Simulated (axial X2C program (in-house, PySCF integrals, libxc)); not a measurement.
**What spin–orbit coupling does to LiIn⁻**

Computed with an in-house relativistic program for diatomic molecules. Spin-free means the one-electron spin-free X2C Hamiltonian; two-component (2c) means X2C with spin–orbit coupling and atomic mean-field two-electron Coulomb and Gaunt terms, so the difference of the two also holds small scalar two-electron terms. Basis: In dyall-acv3z [12s13p10d5f1g], Li dyall-av3z [9s9p3d] (cores contracted in-house); Gaussian nuclei, density fitting, unrestricted open shells. Masses: In 114.904 u, Li 7.016 u.

Spin-free state: M_S = 1/2, Λ = 1 (beyond evenly filled blocks: π+α); fragments In- + Li.

```
 level  Re (Å)  ωe (cm⁻¹)  μ (D)
  PBE0   2.976      218.3  -7.19
    HF   3.098      196.8  -9.00
r2SCAN   2.969      217.9  -7.56
```

Dipoles are positive if Li is the positive end and refer to the centre of mass.

**Question.** Within this multiplet, which Ω should lie lowest by the rule for regular and inverted multiplets?

**Answer.** The open π shell holds one electron, so the multiplet is regular: Ω = Λ − 1/2 = 1/2. The PBE0 2c search agrees.

Two-component determinant lowest at the distance of the search:

Ω = 1/2 (⟨Sz⟩ = -0.48, ⟨Lz⟩ = 0.98 at PBE0); fragments In + Li- for PBE0; In- + Li for HF, r2SCAN.

| level | Re (Å) | ωe (cm⁻¹) | μ (D) |
| --- | --- | --- | --- |
| PBE0 | 2.975 | 216.7 | -7.39 |
| HF | 3.093 | 197.1 | -9.11 |
| r2SCAN | 2.968 | 216.8 | -7.69 |

**Question.** From the two tables, how do the constants change at the PBE0 level (2c against spin-free)?

**Answer.** At the PBE0 level Re falls by 0.001 Å and ωe drops by 1.6 cm⁻¹.

One determinant describes the state; a PBE0 search over occupations chose it and may have missed a lower one. De is not given where an atomic determinant may have missed its ground term or J level, or where the truncated virtual space spoils (T). Density functionals use the spin component along the axis (collinear). PBE0 can misorder states that lie within some tenths of an eV, so this need not be the ground state of the molecule. The nearest other spin-free determinant of the search, M_S = 3/2, Λ = 0, lies 0.21 eV up at the distance of the search. The functionals have no current-density term, which raises determinants with orbital currents, atoms included. The highest occupied level of some functionals is positive through self-interaction error; at Hartree–Fock it is bound. The determinant is spin-polarised beyond a pure state at some levels (its spin-free form has ⟨S²⟩ too high), which makes Re and μ there less reliable.
